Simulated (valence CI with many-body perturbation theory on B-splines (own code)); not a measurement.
# Missing levels of Se XXX

Method: valence CI with perturbative core correlation (CI+MBPT): three valence electrons over a frozen Dirac-Fock core [He], a basis of 11 s, 11 p, 10 d, 8 f, 5 g, 2 h functions for each j, with the one-electron correlation potential Σ1 (screened to all orders), the two-electron term Σ2, the three-electron term Σ3, Breit, model QED; selected single and double excitations, second order for the rest, scaled by the run's own slope (own B-spline code, finite nucleus).

No measured spectrum was set against this ion. As an estimate, large intervals hold to a few tenths of a per cent, small ones and those within an open d or f shell to about a per cent.

```tsv
Level	E (eV)
2s2 2p 2P°_1/2	0.00
2s2 2p 2P°_3/2	47.58
2s 2p2 4P_1/2	78.66
2s 2p2 4P_3/2	107.49
2s 2p2 4P_5/2	122.75
2s 2p2 2D_3/2	155.62
2s 2p2 2P_1/2	166.18
2s 2p2 2D_5/2	?
2s 2p2 2S_1/2	?
2s 2p2 2P_3/2	218.47
2p3 4S°_3/2	250.60
2p3 2D°_3/2	?
2p3 2D°_5/2	297.59
2p3 2P°_1/2	321.08
2p3 2P°_3/2	?
2s2 3s 2S_1/2	1847.44
2s2 3p 2P°_1/2	1878.57
2s2 3p 2P°_3/2	1891.92
2s 2p 3s 4P°_1/2	?
2s 2p 3s 4P°_3/2	?
```

Names give the largest LS component (configuration and term), which can be under half, so a name can repeat, a term be missing and a line seem to break the LS rules; names also repeat where a configuration has a term twice.

(1) The levels stand in rising order. What does the calculation give for the missing energies?

Results:

(1) 2s 2p2 2D_5/2 176.06; 2s 2p2 2S_1/2 217.06; 2p3 2D°_3/2 286.85; 2p3 2P°_3/2 355.53; 2s 2p 3s 4P°_1/2 1908.85; 2s 2p 3s 4P°_3/2 1917.65.
